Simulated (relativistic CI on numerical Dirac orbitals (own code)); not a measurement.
# Ru³⁺: 4d valence photoemission

Computed with this model: Dirac-Coulomb-Breit CI, orbitals from a KLI potential per configuration, model QED, multiplet model of photoemission in the sudden approximation, unscaled Slater integrals; configurations [Kr] 4d5 → [Kr] 4d4; 300 K; Lorentzian 0.21 eV and Gaussian 0.5 eV FWHM. Energies are those of the free ion, without screening or charge transfer. The energies are binding energies and can lie tens of eV above those of solids. S is read from ⟨S²⟩ = S(S + 1).

Field parameters in Wybourne normalisation: D3d B²₀ = −7Dσ, B⁴₀ = −14Dq − 21Dτ, B⁴₃ = −14√(10/7) Dq; D4h B²₀ = −7Ds, B⁴₀ = 21(Dq − Dt), B⁴₄ = 21√(5/14) Dq; Td as Oh with Dq negative (B⁴₀ = 21Dq, B⁴₄ = √(5/14) B⁴₀). The field is a parameter set, without covalency.

free ion: ground-state S = 2.49, centroid 45.04 eV. Peaks (eV, height): 45.0 (100).

D3d, 10Dq = 25750, Dσ = -1020, Dτ = 170 cm⁻¹: ground-state S = 0.55, centroid 44.29 eV. Peaks (eV, height): 43.5 (100), 45.0 (48), 46.4 (9).

D4h, 10Dq = 37200, Ds = 170, Dt = 950 cm⁻¹: ground-state S = 0.53, centroid 44.55 eV. Peaks (eV, height): 43.8 (100), 45.2 (53), 47.1 (7).

D4h, 10Dq = 39800, Ds = 20, Dt = 970 cm⁻¹: ground-state S = 0.52, centroid 44.67 eV. Peaks (eV, height): 43.8 (100), 44.1 (100), 45.3 (56), 47.3 (7).

Td, 10Dq = -8000 cm⁻¹: ground-state S = 2.49, centroid 45.04 eV. Peaks (eV, height): 44.6 (100), 45.6 (71).

Td, 10Dq = -12500 cm⁻¹: ground-state S = 2.49, centroid 45.04 eV. Peaks (eV, height): 44.4 (100), 46.0 (70).

Strongest unbroadened transitions for Td, 10Dq = -12500 cm⁻¹:

```csv
Energy (eV),Relative strength
44.27,17.5
44.31,52.5
44.34,52.2
44.45,34.4
44.47,51.4
44.55,50.8
45.11,0.3
45.59,0.5
45.64,0.4
45.68,0.3
45.95,13.4
45.96,47.7
45.97,100.0
46.08,3.7
46.13,3.5
46.16,1.2
46.24,0.3
46.60,0.3
```
